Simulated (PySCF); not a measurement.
# Spectroscopy problems

Theoretical values (PySCF 2.14): structure optimised with GFN2-xTB, NMR shieldings at PBE0/pcSseg-1/GIAO. No relativistic terms, no solvent model, fast rotation and ring inversion assumed for equivalent nuclei, one conformer.

δ = σ(ref) − σ, references computed at the same level: ¹H (31.72 ppm), ¹³C (186.93 ppm) vs TMS. Splittings of carbon signals by F and P are missing where no couplings were computed. Where no couplings were computed, multiplicities follow the n + 1 count of equivalent neighbours, and m marks all less simple cases (inequivalent or close neighbours, rings, F or P nearby). Shifts are as computed. Against solution values, carbons near 30 ppm lie about +3 ppm off and those near 130 ppm about +5 ppm. Of 1211 compounds with measured shifts, 218 miss one by over three times the rms of a fit or turn the order of signals round; such compounds aren't used in these exercises. OH and NH positions are gas-phase values without hydrogen bonding to other molecules.

Q: C5H7N3O. ¹H NMR (500 MHz, computed): δ 7.81 (s, 1H), 4.02 (s, 3H), 2.98 (s, 3H). ¹³C{¹H} NMR (computed): δ 197.3 (C), 155.8 (C), 149.3 (CH), 34.9 (CH3), 30.8 (CH3). Identify the compound.

A: `CC(=O)c1nncn1C`. Rings plus π bonds: 4 (1 ring in the answer). 5 carbon signals for 5 carbons: no two carbons are equivalent. Carbon types of the structure: 2 × C, 1 × CH, 2 × CH3, which accounts for all hydrogens. δC 197.3: ketone carbonyl carbon; the double bond to the heteroatom, with no lone-pair donor beside it, deshields it most. δC 155.8: substituted aromatic carbon next to a ring nitrogen. δC 149.3: aromatic CH between two ring heteroatoms. δH 2.98: hydrogen on a methyl carbon α to a carbonyl; α to C=O.

The data come from this structure; uniqueness wasn't tested.

Q: C3H8FNSi. ¹H NMR (300 MHz, computed): δ 5.89 (m, 1H), 5.52 (m, 1H), 5.49 (m, 2H), 5.01 (s, 2H), 0.18 (br s, 2H). ¹³C{¹H} NMR (computed): δ 161.7 (C), 127.8 (CH2), 91.9 (CH2). What is it?

A: `C=C(CF)[SiH2]N`. The formula gives 1 degree of unsaturation (no ring in the answer). 3 carbon signals for 3 carbons: no two carbons are equivalent. Carbon types of the structure: 1 × C, 2 × CH2, leaving 4 H on heteroatoms. δC 161.7: fully substituted alkene carbon; the olefinic region. δC 127.8: terminal =CH2 carbon; the olefinic region. δC 91.9: allylic sp3 CH2 bonded to F; pulled downfield by the heteroatom. δH 5.89, 5.52: hydrogen on a terminal =CH2 carbon; olefinic region.

The shifts were computed for this structure.
